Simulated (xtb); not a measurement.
Si(CF3)(F)(H)2 (CH2F4Si), SMILES F[SiH2]C(F)(F)F. All values are semi-empirical tight-binding results from xtb (GFN2-xTB unless named), good for trends rather than for accurate numbers. The structure is a stationary point at GFN2-xTB.

**Question.** Estimate the properties. (The exact figures need the calculation; the answer reports its results.)

**Answer.** 
- point group as xtb finds it = Cs
- orbital gap = 5.55 eV
- dipole moment = 3.85 D
- zero-point energy = 19.9 kcal/mol
- G − E(el) at 298.15 K (modified RRHO) = 0.0 kcal/mol
- static polarisability (D4 model) = 48.9 bohr³
- solvation energy, GFN2-xTB/ALPB(water) = -2.2 kcal/mol
- solvation energy, GFN2-xTB/ALPB(benzene) = -2.4 kcal/mol
